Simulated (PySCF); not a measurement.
## How methods differ on the excitation energy of P

P [Ne] 3s2 3p3 (4S) → P [Ne] 3s1 3p4 (4P), as a difference of total energies. All numbers are calculated (PySCF 2.14, no relativity, point nucleus, in aug-cc-pwCVTZ). Correlated levels: valence and next inner shell: 1s2 frozen. The calculations carry no spin-orbit coupling.

```json
{"method": "UHF", "excitation energy (eV)": "7.896", "error (eV)": "+0.501"}
{"method": "MP2 (valence and next inner shell)", "excitation energy (eV)": "8.136", "error (eV)": "+0.741"}
{"method": "SCS-MP2 (valence and next inner shell)", "excitation energy (eV)": "8.137", "error (eV)": "+0.742"}
{"method": "CCSD (valence and next inner shell)", "excitation energy (eV)": "7.696", "error (eV)": "+0.301"}
{"method": "CCSD(T) (valence and next inner shell)", "excitation energy (eV)": "7.493", "error (eV)": "+0.098"}
```

Reference: 7.395 eV (measured; NIST levels, between the centres of gravity of the two terms).

Errors of the correlated levels include the incompleteness of this basis and the frozen core.

The coupled-cluster amplitudes are large for the upper state (T1 above 0.03 or a double amplitude above 0.15), so a single reference is strained.
